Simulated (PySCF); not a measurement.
benzothiadiazole (C6H4N2S), singlet, at a GFN2-xTB geometry; BLYP/STO-3G (PySCF).

The PySCF input:
```python
from pyscf import gto, scf, dft

mol = gto.Mole()
mol.atom = '''
    C    -2.331085    0.872847    0.243205
    C    -2.434987   -0.534193    0.201110
    C    -1.335128   -1.334976    0.072121
    C    -0.077045   -0.716084   -0.019233
    N     1.114963   -1.301867   -0.148702
    S     2.241984   -0.159305   -0.209008
    N     1.294590    1.130656   -0.075927
    C     0.028965    0.719501    0.023716
    C    -1.125059    1.509785    0.157229
    H    -3.235792    1.453474    0.346448
    H    -3.415553   -0.980862    0.273620
    H    -1.405012   -2.410335    0.039086
    H    -1.036224    2.583798    0.188497
'''
mol.basis = 'sto-3g'
mol.charge = 0
mol.spin = 0
mol.verbose = 4
mol.build()

mf = dft.RKS(mol)
mf.xc = 'blyp'
mf.kernel()
```

Predict the main parts of the log of this PySCF run.


```
PySCF version 2.14.0

[INPUT] verbose = 4
[INPUT] num. atoms = 13
[INPUT] num. electrons = 70
[INPUT] charge = 0
[INPUT] spin (= nelec alpha-beta = 2S) = 0
[INPUT] symmetry False subgroup None
[INPUT] Mole.unit = angstrom
[INPUT] Symbol           X                Y                Z      unit          X                Y                Z       unit  Magmom
[INPUT]  1 C     -2.331085000000   0.872847000000   0.243205000000 AA   -4.405112223082   1.649441778648   0.459590842125 Bohr   0.0
[INPUT]  2 C     -2.434987000000  -0.534193000000   0.201110000000 AA   -4.601458546876  -1.009478467660   0.380042820911 Bohr   0.0
[INPUT]  3 C     -1.335128000000  -1.334976000000   0.072121000000 AA   -2.523026261238  -2.522739022867   0.136288937830 Bohr   0.0
[INPUT]  4 C     -0.077045000000  -0.716084000000  -0.019233000000 AA   -0.145593949267  -1.353202642183  -0.036345102554 Bohr   0.0
[INPUT]  5 N      1.114963000000  -1.301867000000  -0.148702000000 AA    2.106974709023  -2.460172080609  -0.281006054175 Bohr   0.0
[INPUT]  6 S      2.241984000000  -0.159305000000  -0.209008000000 AA    4.236735735657  -0.301042820274  -0.394967877843 Bohr   0.0
[INPUT]  7 N      1.294590000000   1.130656000000  -0.075927000000 AA    2.446420543601   2.136630181096  -0.143481235460 Bohr   0.0
[INPUT]  8 C      0.028965000000   0.719501000000   0.023716000000 AA    0.054735917198   1.359659836351   0.044816744770 Bohr   0.0
[INPUT]  9 C     -1.125059000000   1.509785000000   0.157229000000 AA   -2.126053383977   2.853080156976   0.297119748839 Bohr   0.0
[INPUT] 10 H     -3.235792000000   1.453474000000   0.346448000000 AA   -6.114760676059   2.746667789176   0.654691836403 Bohr   0.0
[INPUT] 11 H     -3.415553000000  -0.980862000000   0.273620000000 AA   -6.454459733937  -1.853560545993   0.517066862203 Bohr   0.0
[INPUT] 12 H     -1.405012000000  -2.410335000000   0.039086000000 AA   -2.655087881727  -4.554873018454   0.073861835305 Bohr   0.0
[INPUT] 13 H     -1.036224000000   2.583798000000   0.188497000000 AA   -1.958179563701   4.882670581199   0.356207705302 Bohr   0.0

nuclear repulsion = 480.42605156302
number of shells = 33
number of NR pGTOs = 159
number of NR cGTOs = 53
basis = sto-3g
ecp = {}

******** <class 'pyscf.dft.rks.RKS'> ********
method = RKS
initial guess = minao
damping factor = 0
level_shift factor = 0
DIIS = <class 'pyscf.scf.diis.CDIIS'>
diis_start_cycle = 1
diis_space = 8
diis_damp = 0
SCF conv_tol = 1e-09
SCF conv_tol_grad = None
SCF max_cycles = 50
direct_scf = True
direct_scf_tol = 1e-13
XC library pyscf.dft.libxc version 7.1.2
    S. Lehtola, C. Steigemann, M. J. T. Oliveira, and M. A. L. Marques,  SoftwareX 7, 1–5 (2018)
XC functionals = blyp
    A. D. Becke,  Phys. Rev. A 38, 3098 (1988)
    C. Lee, W. Yang, and R. G. Parr,  Phys. Rev. B 37, 785 (1988)
    B. Miehlich, A. Savin, H. Stoll, and H. Preuss,  Chem. Phys. Lett. 157, 200 (1989)
radial grids:
    Treutler-Ahlrichs [JCP 102, 346 (1995); DOI:10.1063/1.469408] (M4) radial grids

becke partition: Becke, JCP 88, 2547 (1988); DOI:10.1063/1.454033
pruning grids: <function nwchem_prune>
grids dens level: 3
symmetrized grids: False
atomic radii adjust function: <function treutler_atomic_radii_adjust>
small_rho_cutoff = 0
Set gradient conv threshold to 3.16228e-05
Initial guess from minao.
tot grids = 170624
init E= -731.593346671948
  HOMO = -0.245905261992683  LUMO = -0.109886278632111  gap/eV = 3.70127
cycle= 1 E= -729.712343882035  delta_E= 1.88  |g|= 0.538  |ddm|= 5.89
  HOMO = -0.039275703867917  LUMO = 0.0369525296734646  gap/eV = 2.07428
cycle= 2 E= -729.560660275337  delta_E= 0.152  |g|= 0.828  |ddm|=  2.2
  HOMO = -0.128728552496753  LUMO = -0.00735939868663393  gap/eV = 3.30262
cycle= 3 E= -729.813860213075  delta_E= -0.253  |g|= 0.117  |ddm|=  1.4
  HOMO = -0.12134880998138  LUMO = -0.00408691408755291  gap/eV = 3.19086
cycle= 4 E= -729.816695345127  delta_E= -0.00284  |g|= 0.0748  |ddm|= 0.327
  HOMO = -0.126178535697191  LUMO = -0.00539456350615286  gap/eV = 3.28670
cycle= 5 E= -729.819163678453  delta_E= -0.00247  |g|= 0.0137  |ddm|= 0.147
  HOMO = -0.126588327423553  LUMO = -0.00513285971273936  gap/eV = 3.30497
cycle= 6 E= -729.819214114774  delta_E= -5.04e-05  |g|= 0.00508  |ddm|= 0.0223
  HOMO = -0.12643695675348  LUMO = -0.00511150397651217  gap/eV = 3.30143
cycle= 7 E= -729.819220656439  delta_E= -6.54e-06  |g|= 0.00229  |ddm|= 0.00899
  HOMO = -0.12626117689717  LUMO = -0.00510458155325177  gap/eV = 3.29684
cycle= 8 E= -729.819222547417  delta_E= -1.89e-06  |g|= 0.00021  |ddm|= 0.00352
  HOMO = -0.12630487688481  LUMO = -0.00513498446393379  gap/eV = 3.29720
cycle= 9 E= -729.819222574172  delta_E= -2.68e-08  |g|= 3.26e-05  |ddm|= 0.000545
  HOMO = -0.126301430942952  LUMO = -0.00513220000987513  gap/eV = 3.29718
cycle= 10 E= -729.81922257272  delta_E= 1.45e-09  |g|= 7.48e-05  |ddm|= 0.000146
  HOMO = -0.126300585072951  LUMO = -0.00513158518119172  gap/eV = 3.29718
cycle= 11 E= -729.819222574567  delta_E= -1.85e-09  |g|= 3.09e-06  |ddm|= 0.000108
  HOMO = -0.126300899528913  LUMO = -0.00513178709751316  gap/eV = 3.29718
cycle= 12 E= -729.819222574572  delta_E= -4.55e-12  |g|= 3.02e-07  |ddm|= 5.37e-06
  HOMO = -0.126300974600019  LUMO = -0.00513180283897896  gap/eV = 3.29718
Extra cycle  E= -729.819222574573  delta_E= -1.59e-12  |g|= 5.35e-07  |ddm|= 1.33e-06
converged SCF energy = -729.819222574573
```
